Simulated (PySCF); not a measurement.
Successive ionisation energies of one element at GMP2 (screened spin-orbit), starting from the ion with 19 electrons. Calculated with PySCF 2.14, two-component X2C-1e (Gaussian nucleus, no Breit or QED terms), each ion in its own even-tempered basis; GMP2 freezes the deep shells of the larger ions and drops the highest virtual spinors; eV.

4.280, 31.071, 45.113, 60.249, 81.702, 99.002, 117.59, 154.46, 175.80, 503.47, 565.38, 630.47

Task: Which element is it?

Result: Potassium (K, Z = 19); the list starts at K. The hydrogenic estimate 13.606 eV × (q + 1)²/n² with q = 0 and n = 4 gives 0.850 eV for the first entry, a lower bound because the other electrons screen the nucleus only in part.
